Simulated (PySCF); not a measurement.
# Spin-rotation constants: `InChI=1S/C13H18/c1-2-5-11-8-9-12-6-3-4-7-13(12)10-11/h8-10H,2-7H2,1H3`

Molfile (atoms numbered from 1):
```
C13H18
     RDKit          3D

 31 32  0  0  0  0  0  0  0  0999 V2000
    4.8688    0.4178   -0.0651 C   0  0  0  0  0  0  0  0  0  0  0  0
    3.3819    0.4075   -0.3957 C   0  0  0  0  0  0  0  0  0  0  0  0
    2.6331   -0.6495    0.4231 C   0  0  0  0  0  0  0  0  0  0  0  0
    1.1706   -0.6586    0.0844 C   0  0  0  0  0  0  0  0  0  0  0  0
    0.6812   -1.4568   -0.9416 C   0  0  0  0  0  0  0  0  0  0  0  0
   -0.6629   -1.4423   -1.2553 C   0  0  0  0  0  0  0  0  0  0  0  0
   -1.5576   -0.6334   -0.5640 C   0  0  0  0  0  0  0  0  0  0  0  0
   -1.0766    0.1780    0.4598 C   0  0  0  0  0  0  0  0  0  0  0  0
    0.2789    0.1546    0.7650 C   0  0  0  0  0  0  0  0  0  0  0  0
   -1.9837    1.1020    1.2280 C   0  0  0  0  0  0  0  0  0  0  0  0
   -3.4537    0.7224    1.0897 C   0  0  0  0  0  0  0  0  0  0  0  0
   -3.7873    0.5199   -0.3830 C   0  0  0  0  0  0  0  0  0  0  0  0
   -3.0204   -0.6860   -0.9129 C   0  0  0  0  0  0  0  0  0  0  0  0
    5.3147   -0.5503   -0.2843 H   0  0  0  0  0  0  0  0  0  0  0  0
    5.3883    1.1747   -0.6485 H   0  0  0  0  0  0  0  0  0  0  0  0
    5.0230    0.6320    0.9906 H   0  0  0  0  0  0  0  0  0  0  0  0
    2.9512    1.3899   -0.1904 H   0  0  0  0  0  0  0  0  0  0  0  0
    3.2412    0.2018   -1.4590 H   0  0  0  0  0  0  0  0  0  0  0  0
    3.0671   -1.6304    0.2173 H   0  0  0  0  0  0  0  0  0  0  0  0
    2.7665   -0.4345    1.4856 H   0  0  0  0  0  0  0  0  0  0  0  0
    1.3564   -2.0961   -1.4922 H   0  0  0  0  0  0  0  0  0  0  0  0
   -1.0341   -2.0736   -2.0512 H   0  0  0  0  0  0  0  0  0  0  0  0
    0.6441    0.7865    1.5640 H   0  0  0  0  0  0  0  0  0  0  0  0
   -1.6919    1.1076    2.2813 H   0  0  0  0  0  0  0  0  0  0  0  0
   -1.8388    2.1197    0.8481 H   0  0  0  0  0  0  0  0  0  0  0  0
   -4.0802    1.5060    1.5209 H   0  0  0  0  0  0  0  0  0  0  0  0
   -3.6485   -0.2036    1.6357 H   0  0  0  0  0  0  0  0  0  0  0  0
   -4.8598    0.3634   -0.5153 H   0  0  0  0  0  0  0  0  0  0  0  0
   -3.5049    1.4137   -0.9443 H   0  0  0  0  0  0  0  0  0  0  0  0
   -3.1353   -0.7623   -1.9969 H   0  0  0  0  0  0  0  0  0  0  0  0
   -3.4435   -1.5991   -0.4791 H   0  0  0  0  0  0  0  0  0  0  0  0
  1  2  1  0
  2  3  1  0
  3  4  1  0
  4  5  1  0
  5  6  2  0
  6  7  1  0
  7  8  2  0
  8  9  1  0
  8 10  1  0
 10 11  1  0
 11 12  1  0
 12 13  1  0
  9  4  2  0
 13  7  1  0
  1 14  1  0
  1 15  1  0
  1 16  1  0
  2 17  1  0
  2 18  1  0
  3 19  1  0
  3 20  1  0
  5 21  1  0
  6 22  1  0
  9 23  1  0
 10 24  1  0
 10 25  1  0
 11 26  1  0
 11 27  1  0
 12 28  1  0
 12 29  1  0
 13 30  1  0
 13 31  1  0
M  END
```

Method: GIAO CAM-B3LYP/pcSseg-1 magnetisability, rotational g tensor and spin-rotation constants, non-relativistic, gas phase (PySCF 2.14.0). Geometry: GFN2-xTB.

**Question.** Give the nuclear spin-rotation constants along the inertial axes (H = +C I·J) beside the isotropic shieldings.

**Answer.** Rotational constants 2.0477, 0.3873, 0.3440 GHz. A star marks the isotopologue with that one atom substituted, in its own axes.
| atom | isotope | Caa (kHz) | Cbb (kHz) | Ccc (kHz) | mean (kHz) | σ (ppm) |
| --- | --- | --- | --- | --- | --- | --- |
| H14 | 1H | -0.163 | -0.015 | -0.028 | -0.069 | 30.7 |
| H15 | 1H | -0.169 | -0.042 | -0.001 | -0.071 | 30.5 |
| H16 | 1H | -0.220 | -0.009 | -0.024 | -0.084 | 30.7 |
| H17 | 1H | -0.173 | -0.013 | -0.025 | -0.070 | 30.3 |
| H18 | 1H | -0.223 | -0.008 | -0.021 | -0.084 | 30.3 |
| H19 | 1H | -0.140 | -0.014 | -0.024 | -0.059 | 29.4 |
| H20 | 1H | -0.208 | -0.005 | -0.021 | -0.078 | 29.4 |
| H21 | 1H | -0.022 | 0.009 | -0.036 | -0.016 | 24.6 |
| H22 | 1H | -0.176 | 0.037 | -0.035 | -0.058 | 24.5 |
| H23 | 1H | -0.166 | 0.036 | -0.036 | -0.055 | 24.6 |
| H24 | 1H | -0.211 | -0.009 | -0.014 | -0.078 | 29.0 |
| H25 | 1H | -0.216 | -0.030 | 0.005 | -0.080 | 28.9 |
| H26 | 1H | -0.105 | -0.011 | -0.035 | -0.050 | 29.8 |
| H27 | 1H | -0.217 | -0.040 | 0.006 | -0.084 | 30.2 |
| H28 | 1H | 0.065 | -0.041 | -0.037 | -0.004 | 29.8 |
| H29 | 1H | -0.202 | -0.042 | 0.006 | -0.079 | 30.2 |
| H30 | 1H | -0.201 | -0.010 | -0.015 | -0.075 | 29.0 |
| H31 | 1H | -0.174 | -0.035 | 0.002 | -0.069 | 29.0 |
| C1 | 13C* | 0.266 | 0.059 | 0.052 | 0.125 | 167.3 |
| C2 | 13C* | 0.331 | 0.068 | 0.059 | 0.153 | 150.3 |
| C3 | 13C* | 0.333 | 0.074 | 0.070 | 0.159 | 140.4 |
| C4 | 13C* | 1.035 | 0.163 | 0.042 | 0.413 | 33.4 |
| C5 | 13C* | 0.834 | 0.166 | 0.046 | 0.348 | 50.6 |
| C6 | 13C* | 0.744 | 0.188 | 0.048 | 0.327 | 46.0 |
| C7 | 13C* | 1.003 | 0.154 | 0.040 | 0.399 | 43.0 |
| C8 | 13C* | 0.911 | 0.178 | 0.040 | 0.376 | 39.6 |
| C9 | 13C* | 0.733 | 0.183 | 0.054 | 0.323 | 46.9 |
| C10 | 13C* | 0.332 | 0.069 | 0.057 | 0.152 | 151.4 |
| C11 | 13C* | 0.358 | 0.060 | 0.051 | 0.157 | 157.2 |
| C12 | 13C* | 0.343 | 0.062 | 0.052 | 0.152 | 157.1 |
| C13 | 13C* | 0.338 | 0.067 | 0.057 | 0.154 | 151.8 |

For the geometry as given, no vibrational averaging.
